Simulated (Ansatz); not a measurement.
`Cc1ccc2ncccc2c1`. Charge 0, multiplicity 1. The geometry is a stationary point of PBE0-D4/def2-TZVP.

```xyz
20

C     0.568    2.306    2.175
C     0.511    1.147    1.230
C     1.576    0.215    1.198
C     1.565   -0.856    0.353
C     0.478   -1.067   -0.522
N     0.502   -2.141   -1.346
C    -0.515   -2.317   -2.148
C    -1.632   -1.460   -2.208
C    -1.670   -0.373   -1.383
C    -0.597   -0.141   -0.500
C    -0.551    0.955    0.387
H     0.641    1.965    3.211
H    -0.318    2.936    2.088
H     1.446    2.928    1.979
H     2.420    0.364    1.865
H     2.380   -1.570    0.326
H    -0.472   -3.187   -2.800
H    -2.438   -1.673   -2.901
H    -2.510    0.314   -1.395
H    -1.382    1.655    0.391
```

**Question.** What is the dipole moment at PBE/def2-TZVPP? (Estimate.)

**Answer.** Computed: 2.25 D, with components (-1.24, 1.78, 0.58) D in this frame, pointing from negative to positive charge.

**Question.** And with r2SCAN, B3LYP, ωB97M-V? (Estimate.)

**Answer.** The calculation gave: r2SCAN 2.28 D, B3LYP 2.27 D, ωB97M-V 2.24 D.

**Question.** Give the Mulliken charges with PBE, B3LYP, ωB97M-V in def2-TZVPP. (Best estimate.)

**Answer.** Computed: 
```tsv
atom	PBE	B3LYP	ωB97M-V
C1	-0.23	-0.24	-0.30
C2	0.08	0.04	0.01
C3	-0.12	-0.12	-0.09
C4	-0.18	-0.18	-0.15
C5	0.10	0.11	0.12
N6	-0.13	-0.20	-0.22
C7	-0.04	-0.03	-0.01
C8	-0.09	-0.12	-0.12
C9	-0.12	-0.10	-0.09
C10	0.03	-0.01	-0.03
C11	-0.15	-0.13	-0.10
H12	0.09	0.10	0.12
H13	0.08	0.08	0.09
H14	0.09	0.10	0.12
H15	0.10	0.12	0.11
H16	0.10	0.12	0.12
H17	0.09	0.11	0.11
H18	0.11	0.12	0.12
H19	0.10	0.12	0.11
H20	0.08	0.11	0.10
```

B3LYP here is the variant with VWN-RPA as its local correlation; programs differ in this.
